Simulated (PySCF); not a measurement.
B(CCH)(H)(OH) (C₂H₃BO), SMILES C#CBO.

Geometry: B3LYP-D3(BJ)/def2-SVP. One conformer was computed; it need not be the lowest.

These are TDA-PBE0/def2-SVPD (PySCF) values and carry that method's errors.

Vertical excitations. The molecule is in vacuum. State labels are in the subgroup Cs.

```
state  symmetry  energy (eV)  λ (nm)      f                                                                main pairs
-----  --------  -----------  ------  -----  ------------------------------------------------------------------------
S1           A"         4.93     252  0.001                                                            HOMO→LUMO 98 %
S2           A'         5.90     210  0.049                                        HOMO−1→LUMO 68 %, HOMO→LUMO+1 20 %
S3           A"         6.59     188  0.003                                                          HOMO−2→LUMO 86 %
S4           A"         6.75     184  0.000                  HOMO−1→LUMO+1 64 %, HOMO−1→LUMO+2 18 %, HOMO−2→LUMO 12 %
S5           A'         7.51     165  0.173                                        HOMO→LUMO+1 67 %, HOMO→LUMO+2 21 %
S6           A"         8.01     155  0.011                                    HOMO−1→LUMO+2 73 %, HOMO−1→LUMO+1 24 %
S7           A'         8.18     152  0.073                    HOMO→LUMO+3 46 %, HOMO−2→LUMO+1 31 %, HOMO→LUMO+2 20 %
S8           A'         8.32     149  0.018                                      HOMO−2→LUMO+1 59 %, HOMO→LUMO+3 32 %
S9           A"         8.54     145  0.064                                                        HOMO−1→LUMO+3 92 %
S10          A'         8.66     143  0.413  HOMO−1→LUMO+5 32 %, HOMO→LUMO+2 24 %, HOMO→LUMO+3 12 %, HOMO−1→LUMO 12 %
T1           A'         4.32     287      0                                                          HOMO−1→LUMO 90 %
T2           A"         4.50     275      0                                                            HOMO→LUMO 94 %
T3           A'         5.37     231      0                       HOMO→LUMO+1 48 %, HOMO→LUMO+2 35 %, HOMO→LUMO+3 8 %
T4           A"         5.98     207      0                                                          HOMO−2→LUMO 86 %
```
Triplets are in the Tamm–Dancoff approximation.
